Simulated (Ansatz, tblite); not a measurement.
Cost and result up the ladder for AsSe2 (the lowest doublet isomer of a short search) (3 atoms). The state is a doublet with charge 0. Geometry: PBE0-D4/def2-TZVP.

```xyz
3

As   -0.420    0.559   -1.148
Se   -0.901   -0.639    0.805
Se    1.321    0.080    0.343
```

Ansatz on 4 threads of Arm Neoverse V1 on a shared host; xTB runs through tblite on one thread. Times are rough, summed over both states, and most runs start from the orbitals of an earlier one. RPA@PBE/def2-TZVP serves as the yardstick here, not as an exact answer. Differences are given only for rows in sets of like size (and for xTB, whose basis is part of the method), since another set adds its own error. The other state is a quartet at its own geometry.

The xTB rows come from tblite. B3LYP takes the VWN-RPA correlation. Correlated methods freeze 27 core orbitals; core or outer-core shells of As, Se are correlated, in sets that lack core-valence functions. The rows differ in basis, and correlated rows in double-zeta sets carry the largest basis error. In CCSD on the charge 0 quartet the largest single amplitude is 0.24, so its Hartree–Fock determinant may place the open shell otherwise than the density functionals do. The structure comes from a short search, and lower isomers may exist.

Correlated methods converge slowly with the basis, most of all in double-zeta sets (MP2 moves by 0.28 eV from def2-SVP to def2-TZVP here).

xTB has no spin-polarisation term.

| level | functions | quartet − doublet (eV) | difference from RPA@PBE/def2-TZVP (eV) |
| --- | --- | --- | --- |
| r2SCAN-D4/def2-TZVP (with forces) | 144 | 1.05 | -0.06 |
| PBE-D4/def2-TZVP | 144 | 1.07 | -0.04 |
| MP2/def2-TZVP | 144 | 1.52 | 0.40 |
| PBE0-D4/def2-TZVP | 144 | 1.14 | 0.02 |
| RPA@PBE/def2-TZVP | 144 | 1.11 | 0.00 |
| GFN1-xTB | 27 | 2.17 | 1.05 |
| B3LYP-D4/def2-TZVP | 144 | 1.05 | -0.07 |
| CCSD(T)/def2-SVP | 96 | 1.01 | – |
| CAM-B3LYP-D4/def2-TZVP | 144 | 1.15 | 0.04 |
| revPBE-D4/def2-TZVP | 144 | 1.03 | -0.08 |
| r2SCAN0-D4/def2-TZVP | 144 | 1.09 | -0.02 |
| GFN2-xTB | 27 | 1.50 | 0.39 |
| BLYP-D4/def2-TZVP | 144 | 0.97 | -0.15 |

Estimate how long each takes.

GFN1-xTB 0.006 s; GFN2-xTB 0.006 s; PBE-D4/def2-TZVP 3.8 s; revPBE-D4/def2-TZVP 3.8 s; BLYP-D4/def2-TZVP 4 s; RPA@PBE/def2-TZVP 5.8 s; B3LYP-D4/def2-TZVP 7.5 s; PBE0-D4/def2-TZVP 8.2 s; CAM-B3LYP-D4/def2-TZVP 9.2 s; r2SCAN-D4/def2-TZVP (with forces) 11 s; r2SCAN0-D4/def2-TZVP 14 s; CCSD(T)/def2-SVP 15 s; MP2/def2-TZVP 15 s. On shared hardware such times vary by a factor of up to 3.
